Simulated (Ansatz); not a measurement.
Total energies of `C=C1CCOC1=O`.

Cartesian coordinates in Å:
```
C 0.884 1.784 -0.268
C 0.394 0.560 -0.155
C -0.190 -0.155 1.018
C -0.952 -1.299 0.346
O -0.373 -1.466 -0.950
C 0.337 -0.374 -1.314
O 0.816 -0.250 -2.401
H 0.915 2.475 0.566
H 1.272 2.116 -1.225
H 0.607 -0.549 1.656
H -0.834 0.471 1.636
H -2.011 -1.061 0.219
H -0.865 -2.250 0.872
```

The species carries charge 0 and has multiplicity 1. All single points use the PBE0-D4/def2-TZVP geometry. Basis def2-TZVPP, the Gaussian-basis code of Ansatz.

RPA on PBE orbitals: Hartree–Fock energy of these orbitals -342.60801 Eh, correlation -1.98317 Eh (frozen core).

| functional | kind | energy without D4 (Eh) | D4 term (kJ/mol) |
| --- | --- | --- | --- |
| LDA (SPW92) | LDA | -341.86085 | – |
| revPBE | GGA | -344.61445 | -98.0 |
| B97M-V | meta-GGA with VV10 | -344.67967 | – |
| B3LYP | global hybrid, 20 % | -344.71904 | -45.8 |
| r2SCAN0 | meta-GGA hybrid, 25 % | -344.48232 | -8.4 |
| BHLYP | global hybrid, 50 % | -344.51843 | -31.8 |
| CAM-B3LYP | range-separated hybrid | -344.55998 | -24.0 |
| LC-ωPBE | long-range corrected hybrid | -344.49176 | – |
| ωB97X-V | range-separated hybrid GGA with VV10 | -344.61199 | – |
| PBE-QIDH | double hybrid | -344.26821 | – |

(1) Give the same for PBE, BLYP, r2SCAN, PBE0, r2SCANh, HSE06 (plane-wave form), ωB97M-V, B2PLYP. (Estimate.)

B3LYP takes the VWN-RPA correlation (the form of Gaussian; ORCA's B3LYP/G). HSE06 is the plane-wave form, built on full-range PBE exchange. The double hybrids freeze the cores in their second-order part.

Results:

(1) Computed: 
```
             functional                                       kind  energy without D4 (Eh)  D4 term (kJ/mol)
                    PBE                                        GGA              -344.30806             -28.7
                   BLYP                                        GGA              -344.60812             -64.4
                 r2SCAN                                   meta-GGA              -344.52885              -7.4
                   PBE0         global hybrid, 25 % exact exchange              -344.32336             -24.1
                r2SCANh                      meta-GGA hybrid, 10 %              -344.50955              -7.7
HSE06 (plane-wave form)                            screened hybrid              -344.30577             -22.2
                ωB97M-V  range-separated hybrid meta-GGA with VV10              -344.59333                 –
                 B2PLYP                              double hybrid              -344.44522                 –
```

LC-ωPBE has ω = 0.4 bohr⁻¹.
